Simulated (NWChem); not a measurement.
**Ionisation of C$_{2}$H$_{6}$Si**

```xyz
9

Si     0.0000     0.0000    -0.7543
C     -1.3326    -0.5418     0.4974
H     -2.3361    -0.6418     0.0571
H     -1.3872     0.0822     1.4058
H     -1.0263    -1.5541     0.8327
C      1.3326     0.5418     0.4974
H      1.3872    -0.0822     1.4058
H      1.0263     1.5541     0.8327
H      2.3361     0.6418     0.0571
```
Charge 0, spin multiplicity 1.

The numbers come from NWChem runs, not from measurements. All single points use one geometry, from PBE0/def2-SVP, a minimum by its harmonic frequencies.

Basis set: def2-TZVP. The species with one electron less has spin multiplicity 2 and keeps the geometry of the parent. Δ marks differences of total energies (open shells unrestricted). −ε marks an orbital energy of the parent. That orbital need not have the symmetry of the hole or added electron in the Δ rows.

The structure started from a generated list of species. The stability of the SCF solutions was not checked.

Problem. One of these methods gave a first vertical ionisation energy of 8.30 eV. Which?
(A) G0W0@PBE
(B) −ε(HOMO) of LDA (SVWN5)
(C) −ε(HOMO) of HF
(D) ΔPBE

Solution. C, −ε(HOMO) of HF. The others give 7.79 (G0W0@PBE), 5.01 (−ε(HOMO) of LDA (SVWN5)), 8.00 (ΔPBE).
